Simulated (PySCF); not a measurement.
Calculation: PySCF 2.14.0 with TPSSh-D3(BJ)/def2-TZVP // BP86-D3(BJ)/def2-SVP. Gas-phase values, no solvent. One relaxed conformer stands for a flexible species; it need not be the lowest. 

Reference species: [Hf(F)4] (neutral, multiplicity 1).

```json
{
 "mean_distance_from_the_central_atom_to_its_bonded_neighbours": "1.915 Å",
 "coordination_number": "4"
}
```

Changed species: [Hf(F)3(OH)] (1 of 4 F replaced by OH; the reference has 0 of 4 F replaced by OH).

Question: Predict the effect on the mean distance from the central atom to its bonded neighbours and coordination number.

Answer: the mean distance from the central atom to its bonded neighbours rises by 0.007 Å, to 1.922 Å; the coordination number stays essentially unchanged.
